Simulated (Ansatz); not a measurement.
A run of Ansatz (development build ahead of 0.2.0) on triplet B3N3H6 at this shape:

| atom | x (Å) | y (Å) | z (Å) |
| --- | --- | --- | --- |
| B | -0.8063 | -0.9819 | 0.6899 |
| N | 0.2357 | -0.2739 | 1.3606 |
| B | 1.0483 | 0.7006 | 0.7073 |
| N | 0.7851 | 0.9561 | -0.6718 |
| B | -0.2421 | 0.2813 | -1.3973 |
| N | -1.0208 | -0.6822 | -0.6888 |
| H | -1.4810 | -1.8035 | 1.2673 |
| H | 0.4050 | -0.4707 | 2.3381 |
| H | 1.9256 | 1.2869 | 1.2993 |
| H | 1.3491 | 1.6429 | -1.1545 |
| H | -0.4446 | 0.5167 | -2.5666 |
| H | -1.7542 | -1.1723 | -1.1836 |

Its results:

```yaml
Converged: yes
Total_energy: -240.73526 hartree
Spin_squared_of_the_determinant: 2.043
Stability_test: minimum
```

Forces (eV/Å):
```csv
atom,Fx,Fy,Fz
B1,-5.301,-4.566,-0.728
N2,3.021,1.543,3.365
B3,1.813,2.605,-2.658
N4,1.999,0.922,2.502
B5,-2.724,-2.177,-0.845
N6,0.882,1.718,-2.545
H7,0.337,0.243,0.178
H8,-0.111,-0.015,-0.239
H9,-0.302,-0.274,-0.005
H10,-0.286,-0.396,0.378
H11,0.151,0.073,0.181
H12,0.521,0.325,0.416
```

Q: Which input gives this output? Name the method, the orbitals and the basis set, and write the input.

A: UHF in def2-SVP.

```yaml
crystal:
  periodic: [false, false, false]
  atoms:
    - { symbol: B, position_ang: [-0.8063, -0.9819, 0.6899] }
    - { symbol: "N", position_ang: [0.2357, -0.2739, 1.3606] }
    - { symbol: B, position_ang: [1.0483, 0.7006, 0.7073] }
    - { symbol: "N", position_ang: [0.7851, 0.9561, -0.6718] }
    - { symbol: B, position_ang: [-0.2421, 0.2813, -1.3973] }
    - { symbol: "N", position_ang: [-1.0208, -0.6822, -0.6888] }
    - { symbol: H, position_ang: [-1.481, -1.8035, 1.2673] }
    - { symbol: H, position_ang: [0.405, -0.4707, 2.3381] }
    - { symbol: H, position_ang: [1.9256, 1.2869, 1.2993] }
    - { symbol: H, position_ang: [1.3491, 1.6429, -1.1545] }
    - { symbol: H, position_ang: [-0.4446, 0.5167, -2.5666] }
    - { symbol: H, position_ang: [-1.7542, -1.1723, -1.1836] }
basis:
  gaussian: { orbitals: def2-SVP }
magnetization:
  spin_polarized: true
  initial_magnetization: 2
hamiltonian:
  xc: hf
output:
  forces: true
```

Caution: another spin multiplicity may lie lower; the determinant breaks the point group.
